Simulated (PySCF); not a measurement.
CrO2Cl2, SMILES [O]=[Cr](=[O])([Cl])[Cl], multiplicity 1.

Geometry optimised at PBE-D3(BJ)/def2-SVP. The multiplicity is an assumed one; other spin states were not compared. The isomer is the one that the SMILES or the coordinates give; other isomers of the formula were not compared.

Two levels are set side by side: TDA-PBE/def2-SVPD (PySCF) and TDA-LC-ωPBE/def2-SVPD (PySCF). Vertical, same geometry. The lowest singlet is HOMO−1→LUMO 100 % with PBE and HOMO−2→LUMO 78 %, HOMO−4→LUMO 15 % with the other functional; states are paired by order. Differences are taken from unrounded values.

```tsv
quantity	TDA-LC-ωPBE
lowest singlet excitation (eV)	2.94
lowest triplet excitation (TDA) (eV)	2.39
```

Q: What does TDA-PBE give, and how far is it from TDA-LC-ωPBE? (The exact figures need the calculation; the answer reports its results.)

A: 
| quantity | TDA-PBE | TDA-PBE minus TDA-LC-ωPBE |
|---|---|---|
| lowest singlet excitation (eV) | 2.59 | -0.35 |
| lowest triplet excitation (TDA) (eV) | 2.25 | -0.14 |

A lower first singlet is the usual sign of a functional without exact exchange. Differences between two approximate levels are no errors against the true value.

Rough cost on one machine, each run with all the roots and properties that it gave: TDA-LC-ωPBE against TDA-PBE about 3 times.
